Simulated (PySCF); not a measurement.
# Variants of one PySCF input: MgSb

Base input, run as `python input.py` with PySCF 2.14:

```python
from pyscf import gto, scf, mp

mol = gto.M(
    atom='Mg 0 0 0; Sb 0 0 2.448',
    basis='def2-svp',
    ecp={'Sb': 'def2-svp'},
    charge=0,
    spin=3,
    verbose=4,
)
mf = scf.UHF(mol)
mf.kernel()
mp.MP2(mf, frozen=5).kernel()
mf.dip_moment()
print('orbital energies (hartree):', [e[max(0, n-3):n+3].round(4) for e, n in zip(mf.mo_energy, mol.nelec)])
```

Base result: E(SCF) = -438.791599 Eh, 12 cycles, E(MP2) − E(SCF) = -0.09728 Eh, ⟨S²⟩ = 3.764, μz(SCF) = -1.25 D. The bond length is a typed value, not an optimised one. No search for the lowest solution was made.

Wall time 0.94 s on one thread of a shared host.

Each row names what differs from the base; energies in brackets are changes from the base.

```tsv
change	result
geometry: bond 2.448 → bond 2.154	E(SCF) = -438.726208 Eh (+1.7794 eV), 11 cycles, E(MP2) − E(SCF) = -0.09787 Eh, ⟨S²⟩ = 3.760, μz(SCF) = -0.65 D
basis set: def2-svp → sbkjc; frozen orbitals: 5 → 0 [with its own core potential]	E(SCF) = -6.052114 Eh, 10 cycles, E(MP2) − E(SCF) = -0.01890 Eh, ⟨S²⟩ = 3.760, μz(SCF) = -1.51 D
spin-free X2C: off → on [unsound on purpose]	stops with NotImplementedError
functional: none (Hartree–Fock) → r2scan; SCF type: UHF → UKS; step after the SCF: mp2 → analyze	E(SCF) = -440.277381 Eh, 11 cycles, ⟨S²⟩ = 3.757, μz(SCF) = -0.69 D
geometry: bond 2.448 → bond 3.672	E(SCF) = -438.807586 Eh (-0.4350 eV), E(MP2) − E(SCF) = -0.09302 Eh, ⟨S²⟩ = 3.873, μz(SCF) = -0.43 D
geometry: bond 2.448 → bond 3.06	E(SCF) = -438.811456 Eh (-0.5403 eV), 14 cycles, E(MP2) − E(SCF) = -0.09611 Eh, ⟨S²⟩ = 3.825, μz(SCF) = -1.70 D
geometry: bond 2.448 → bond 7.344	E(SCF) = -438.808167 Eh (-0.4508 eV), E(MP2) − E(SCF) = -0.09142 Eh, ⟨S²⟩ = 3.752, μz(SCF) = 0.00 D
frozen orbitals: 5 → 63 [unsound on purpose]	stops with ValueError (zero-size array to reduction operation maximum which has no identity) after the SCF
basis set: def2-svp → crenbl; frozen orbitals: 5 → 0 [with its own core potential]	E(SCF) = -143.301604 Eh, 11 cycles, E(MP2) − E(SCF) = -0.33003 Eh, ⟨S²⟩ = 3.760, μz(SCF) = -3.95 D
geometry: bond 2.448 → bond 2.619	E(SCF) = -438.805951 Eh (-0.3905 eV), 13 cycles, E(MP2) − E(SCF) = -0.09708 Eh, ⟨S²⟩ = 3.770, μz(SCF) = -1.59 D
initial guess: minao → atom	E(SCF) = -438.791599 Eh (+0.0000 eV), 11 cycles, E(MP2) − E(SCF) = -0.09728 Eh, ⟨S²⟩ = 3.764, μz(SCF) = -1.25 D
electric field along z (a.u.): none → 0.005	E(SCF) = -438.790606 Eh (+0.0270 eV), 13 cycles, E(MP2) − E(SCF) = -0.09820 Eh, ⟨S²⟩ = 3.765, μz(SCF) = 0.26 D
frozen orbitals: 5 → 6	E(SCF) = -438.791599 Eh (+0.0000 eV), 12 cycles, E(MP2) − E(SCF) = -0.09596 Eh, ⟨S²⟩ = 3.764, μz(SCF) = -1.25 D
geometry: bond 2.448 → bond 2.375	E(SCF) = -438.781317 Eh (+0.2798 eV), 12 cycles, E(MP2) − E(SCF) = -0.09739 Eh, ⟨S²⟩ = 3.762, μz(SCF) = -1.10 D
electric field along z (a.u.): none → 0.2 [unsound on purpose] [may be another electronic state]	E(SCF) = -441.841957 Eh (-83.0045 eV), 11 cycles, E(MP2) − E(SCF) = -0.05250 Eh, ⟨S²⟩ = 3.754, μz(SCF) = 69.97 D
step after the SCF: mp2 → gradient	E(SCF) = -438.791599 Eh (+0.0000 eV), 12 cycles, ⟨S²⟩ = 3.764, μz(SCF) = -1.25 D, gradient on the second atom -0.0639 Eh/bohr
electric field along z (a.u.): none → -0.01	E(SCF) = -438.802046 Eh (-0.2843 eV), 11 cycles, E(MP2) − E(SCF) = -0.09608 Eh, ⟨S²⟩ = 3.763, μz(SCF) = -4.00 D
functional: none (Hartree–Fock) → pbe; SCF type: UHF → UKS; step after the SCF: mp2 → analyze	E(SCF) = -440.078678 Eh, 11 cycles, ⟨S²⟩ = 3.753, μz(SCF) = -0.29 D
```

Task: Order these changes by how far they move the SCF energy from the base, largest first: (1) geometry: bond 2.448 → bond 2.154; (2) geometry: bond 2.448 → bond 3.06; (3) geometry: bond 2.448 → bond 3.672; (4) geometry: bond 2.448 → bond 7.344.

Result: (1) +1.7794 eV, (2) -0.5403 eV, (4) -0.4508 eV, (3) -0.4350 eV.
